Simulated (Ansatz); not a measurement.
Ansatz (a first-principles code) input:

Ansatz 0.2 input:
```yaml
crystal:
  periodic: [false, false, false]
  atoms:
    - {symbol: F, position_ang: [-0.77139751, -1.34902370, -0.00569236]}
    - {symbol: Ge, position_ang: [0.33350928, -0.01141114, 0.04026061]}
    - {symbol: F, position_ang: [-0.65795412, 1.39792948, -0.16685628]}
    - {symbol: H, position_ang: [1.25111665, -0.12071048, -1.17678388]}
    - {symbol: H, position_ang: [0.94075090, 0.04571494, 1.44138200]}
basis:
  gaussian:
    orbitals: def2-TZVPD
hamiltonian:
  xc: {name: SVWN5}
total_charge: 1
magnetization: {spin_polarized: true, initial_magnetization: 1}
```

Q: Which total energy does the run end on?

A: -2273.17932 Eh (SVWN5/def2-TZVPD). The basis has 152 functions.

This state (charge 1, doublet) is run at the relaxed geometry of the species with charge 0 and multiplicity 1.
